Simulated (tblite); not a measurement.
Parent: `[SiH3:1][O:2][CH2:3][C:4]1([Cl:5])[CH2:6][CH2:7]1` with Si1–O2–C3–C4 180°, O2–C3–C4–Cl5 180°, C4H9ClOSi.

The geometries are computed with GFN2-xTB (gas phase). One conformer each, not checked by frequencies here.

```
coordinate of the parent    value
                  Si1–O2  1.623 Å
                   O2–C3  1.389 Å
                   C3–C4  1.515 Å
                  C4–Cl5  1.762 Å
                   C4–C6  1.494 Å
                   C6–C7  1.503 Å
                   C4–C7  1.494 Å
               Si1–O2–C3   129.0°
                O2–C3–C4   109.8°
               C3–C4–Cl5   110.5°
                C3–C4–C6   121.1°
                C3–C4–C7   121.1°
               Cl5–C4–C6   117.9°
               Cl5–C4–C7   117.9°
                C6–C4–C7    60.4°
                C4–C6–C7    59.8°
                C4–C7–C6    59.8°
```

Problem. How does the shared frame change in `[CH3:1][O:2][C@@H:3]1[CH2:4][C@:5]1([Cl:6])[CH2:7][O:8][SiH3:9]` with C1–O2–C3–C4 -83°, C4–C5–C7–O8 64°, C5–C7–O8–Si9 56°, C5H11ClO2Si? Atoms pair as Si1 = Si9, O2 = O8, C3 = C7, C4 = C5, Cl5 = Cl6, C6 = C3, C7 = C4 (parent first).

Solution. 
| parent | relative | value in the relative | change |
| --- | --- | --- | --- |
| Si1–O2 | Si9–O8 | 1.626 Å | +0.003 |
| O2–C3 | O8–C7 | 1.389 Å | 0.000 |
| C3–C4 | C7–C5 | 1.509 Å | -0.006 |
| C4–Cl5 | C5–Cl6 | 1.758 Å | -0.004 |
| C4–C6 | C5–C3 | 1.498 Å | +0.004 |
| C6–C7 | C3–C4 | 1.510 Å | +0.007 |
| C4–C7 | C5–C4 | 1.501 Å | +0.007 |
| Si1–O2–C3 | Si9–O8–C7 | 130.5° | +1.5 |
| O2–C3–C4 | O8–C7–C5 | 113.2° | +3.4 |
| C3–C4–Cl5 | C7–C5–Cl6 | 112.7° | +2.2 |
| C3–C4–C6 | C7–C5–C3 | 120.8° | -0.3 |
| C3–C4–C7 | C7–C5–C4 | 119.7° | -1.4 |
| Cl5–C4–C6 | Cl6–C5–C3 | 116.7° | -1.2 |
| Cl5–C4–C7 | Cl6–C5–C4 | 117.1° | -0.8 |
| C6–C4–C7 | C3–C5–C4 | 60.4° | 0.0 |
| C4–C6–C7 | C5–C3–C4 | 59.9° | +0.1 |
| C4–C7–C6 | C5–C4–C3 | 59.7° | -0.1 |

Of the parent's bonds, C3–C4, C6–C7 and C4–C7 change most and about equally (-0.006 to +0.007 Å). Bonds of the relative outside the shared frame: C1–O2 1.413, O2–C3 1.387 Å. Point group Cs → C1.
